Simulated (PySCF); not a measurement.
## HYS: bending curve

Level of theory: PBE0/[Y def2-TZVP with ECP28, S def2-TZVP, H def2-TZVP], scalar-relativistic core potentials, density fitting, no spin–orbit coupling, PySCF.

Rigid scan from the singlet minimum (Y–H 1.980 Å, Y–S 2.283 Å; H–Y–S 110.7°). Coordinate: the S–Y–H angle, bonds fixed. Energies in kJ/mol from the minimum.

Predict the curve at 80, 90, 100, 110, 120, 130, 140, 150, 160, 170, 180.


```json
{"bond angle (°)": "80", "E (kJ/mol)": "34.5", "dipole size (D)": "9.06"}
{"bond angle (°)": "90", "E (kJ/mol)": "15.1", "dipole size (D)": "8.92"}
{"bond angle (°)": "100", "E (kJ/mol)": "3.9", "dipole size (D)": "8.65"}
{"bond angle (°)": "110", "E (kJ/mol)": "0.0", "dipole size (D)": "8.26"}
{"bond angle (°)": "120", "E (kJ/mol)": "2.7", "dipole size (D)": "7.76"}
{"bond angle (°)": "130", "E (kJ/mol)": "10.9", "dipole size (D)": "7.12"}
{"bond angle (°)": "140", "E (kJ/mol)": "23.1", "dipole size (D)": "6.36"}
{"bond angle (°)": "150", "E (kJ/mol)": "37.4", "dipole size (D)": "5.46"}
{"bond angle (°)": "160", "E (kJ/mol)": "51.0", "dipole size (D)": "4.51"}
{"bond angle (°)": "170", "E (kJ/mol)": "60.9", "dipole size (D)": "3.67"}
{"bond angle (°)": "180", "E (kJ/mol)": "64.5", "dipole size (D)": "3.32"}
```

With the bonds held, the linear shape lies 64.5 kJ/mol from the minimum.
